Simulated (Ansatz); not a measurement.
A made-up structure of CH3OZn (charge -1), closed shell:

```json
{"atom": "C1", "x (Å)": "0.3877", "y (Å)": "-0.4937", "z (Å)": "0.3948"}
{"atom": "Zn2", "x (Å)": "-1.5394", "y (Å)": "1.9607", "z (Å)": "-1.5677"}
{"atom": "O3", "x (Å)": "-0.6430", "y (Å)": "0.8189", "z (Å)": "-0.6548"}
{"atom": "H4", "x (Å)": "-0.1204", "y (Å)": "-1.4645", "z (Å)": "0.4363"}
{"atom": "H5", "x (Å)": "1.3812", "y (Å)": "-0.6637", "z (Å)": "-0.0367"}
{"atom": "H6", "x (Å)": "0.5340", "y (Å)": "-0.1577", "z (Å)": "1.4281"}
```

It is relaxed with PBE-D4/def2-SVPD and then PBE0-D4/def2-TZVPD (Ansatz 0.2.0). Atoms count as bonded within 1.22 times the sum of their covalent radii (H–H: 0.88 Å). The end point is not checked to be a true minimum.

Problem. Does its bonding change? (Judge from chemistry; the calculation decides.)

Solution. By the calculation: Yes. Formed: C1–O3; broken: none.

Where it ends: The first stage lowers the energy by 2.17 eV in 8 steps. It ends as CH₃OZn ([CH3][O][Zn]), total charge -1:
```xyz
6
angstrom
C 0.2903 -0.3698 0.2957
Zn -1.4401 1.8341 -1.4666
O -0.4182 0.5326 -0.4259
H -0.1973 -1.3694 0.3590
H 1.3070 -0.5673 -0.1149
H 0.4583 -0.0603 1.3526
```

Labels in which every atom is bracketed show which atoms are joined, not bond orders.

For scale, one of the runs: PBE0-D4/def2-TZVPD relaxation, 155 basis functions, launched by `ansatz run in.yaml --threads 2 --pin off --events-out ev --progress --plain --max-ram 4352MiB`. The run took about 24 s on 2 CPU threads of an Arm Neoverse V1 (shared host).
